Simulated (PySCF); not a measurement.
# Correlation energy of Ru (ruthenium, neutral)

[Kr] 4d7 5p1, one real determinant (an excited configuration). All numbers are calculated (PySCF 2.14, scalar relativity by spin-free X2C-1e, in x2c-TZVPPall). Frozen: [Kr]; 8 electrons correlated.

MP2 pair energies summed by pair of shells (mhartree):

| pair | energy | share (%) |
| --- | --- | --- |
| 4d-4d | -156.43 | 92.1 |
| 4d-5p | -13.40 | 7.9 |

Total MP2 correlation energy: -169.83 mhartree.

Same-spin part -74.36 and opposite-spin part -95.47 mhartree; SCS-MP2 scales them by 1/3 and 6/5 to -139.35 mhartree.

The basis was made for the ground configuration and has no added diffuse functions, which can raise the energy of the promoted electron.

The reference is one real determinant that mixes LS terms of this configuration.
